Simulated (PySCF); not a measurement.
Compound: C8H12.
Bonds: C1–C2 (triple), C2–C3, C3–C4 (double), C3–C5, C5–C6, C5–C7, C5–C8. Hydrogens: H9 on C1; H10, H11 on C4; H12, H13, H14 on C6; H15, H16, H17 on C7; H18, H19, H20 on C8.

Level: CAM-B3LYP/def2-SVPD in PySCF, non-relativistic, on one gas-phase PBE0-D3(BJ)/def2-SVP geometry that isn't relaxed in the solvent. The solvent is an IEF-PCM continuum (van der Waals radii × 1.2). Only the electrostatic response of the medium enters.

Gas phase at CAM-B3LYP/def2-SVPD: HOMO -8.23 eV, LUMO 0.33 eV, dipole 0.50 D.

Q: What does the continuum do to the energy, the frontier levels and the dipole at CAM-B3LYP/def2-SVPD in cyclohexane and benzene?

A: 
| solvent | ε | E(solvent) − E(gas) (kcal/mol) | polarisation term (kcal/mol) | distortion of the solute (kcal/mol) | HOMO (eV) | LUMO (eV) | dipole (D) |
| --- | --- | --- | --- | --- | --- | --- | --- |
| cyclohexane | 2.017 | -1.19 | -1.24 | 0.05 | -8.23 | 0.34 | 0.61 |
| benzene | 2.271 | -1.36 | -1.43 | 0.07 | -8.24 | 0.34 | 0.63 |

The first energy column is the sum of the next two and covers electrostatics alone. From cyclohexane to benzene the lowering changes by a factor 1.14, Onsager's factor (ε − 1)/(2ε + 1) by 1.14 and ε itself by 1.1.

Q: How does the static polarisability (CAM-B3LYP/def2-SVPD, frozen core, with the continuum's full static response) change?

A: 
```json
{"medium": "gas", "isotropic (au)": "96.1", "principal values (au)": "76.6, 95.6, 116.1", "⟨r²⟩ of the electrons (bohr²)": "1027.8"}
{"medium": "cyclohexane", "isotropic (au)": "108.8", "principal values (au)": "86.0, 107.5, 132.9", "⟨r²⟩ of the electrons (bohr²)": "1027.4"}
{"medium": "benzene", "isotropic (au)": "110.8", "principal values (au)": "87.5, 109.3, 135.5", "⟨r²⟩ of the electrons (bohr²)": "1027.3"}
```

The isotropic value in benzene is 1.15 times the gas-phase one; no cavity-field correction is applied. ⟨r²⟩ is taken about the centre of nuclear charge.

The values belong to the conformer `[CH:1]#[C:2][C:3](=[CH2:4])[C:5]([CH3:6])([CH3:7])[CH3:8]`: C2–C3–C5–C6 180°.
